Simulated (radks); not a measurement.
The nuclear charge of neutral cadmium is varied continuously with 48 electrons held in [Kr] 4d10 5s2. All-electron calculation, Dirac Kohn-Sham, PBE, spin-unpolarised, spherical densities, finite nucleus; Fermi nuclear charge, rms radius 4.6087 fm. Program: a radial shooting solver on a logarithmic mesh with Libxc functionals. By the Hellmann-Feynman theorem dE/dZ = E(electron-nucleus)/Z, the electronic potential at the nucleus (averaged over a nucleus of fixed radius).

| Z | E (hartree) | E(electron-nucleus)/Z (hartree) | HOMO | e(HOMO) (eV) | <r> HOMO (bohr) |
|---|---|---|---|---|---|
| 47.8 | -5539.50339 | -281.202 | 5s1/2 | -4.079 | 3.021 |
| 48 | -5595.90857 | -282.850 | 5s1/2 | -5.660 | 2.900 |
| 48.2 | -5652.64326 | -284.497 | 5s1/2 | -7.339 | 2.796 |
| 48.4 | -5709.70731 | -286.144 | 5s1/2 | -9.111 | 2.704 |
| 48.6 | -5767.10064 | -287.790 | 5s1/2 | -10.968 | 2.623 |
| 48.8 | -5824.82323 | -289.436 | 5s1/2 | -12.906 | 2.549 |
| 49 | -5882.87509 | -291.083 | 5s1/2 | -14.923 | 2.483 |

The central difference of E at Z = 48 is -282.850 hartree, to compare with the third column; the second derivative is -8.24 hartree.
